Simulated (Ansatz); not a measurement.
CuSe5, relaxed as a doublet with UKS PBE-D4/def2-SVP in Ansatz, starting from the GFN2-xTB geometry. Force threshold 0.02 eV/Å.

Another isomer (doublet) lies 0.18 eV lower at PBE0-D4/def2-SVP; other spin states weren't run for this one.

Start:

```tsv
atom	x (Å)	y (Å)	z (Å)
Cu1	-0.1239	-1.0833	1.1012
Se2	1.8115	-0.5696	-1.4578
Se3	2.1702	-1.4329	0.6743
Se4	0.3978	1.2321	-1.2480
Se5	-2.5873	1.6681	1.1495
Se6	-1.6683	0.1855	-0.2193
```

(1) Estimate the energy that the relaxation releases and the steps that it takes.

(2) Does the start keep its bonding?

(3) Predict the relaxed structure.

Results:

(1) 0.83 eV, in 16 steps; 74 s on 4 threads of Arm Neoverse V2 on a shared host. No frequencies were taken in this run, so the end may be a saddle point.

(2) Bonds formed: Cu1–Se2, Cu1–Se5 (atoms count from 1).

(3) 
```xyz
6

Cu   -0.287   -0.782    0.811
Se    1.389   -0.893   -1.128
Se    2.020   -1.040    1.138
Se    0.458    1.313   -1.578
Se   -1.845    0.806    1.551
Se   -1.734    0.596   -0.794
```
Bond lengths: 4 × Cu–Se 2.34 to 2.57 Å; 4 × Se–Se 2.36 to 2.44 Å.
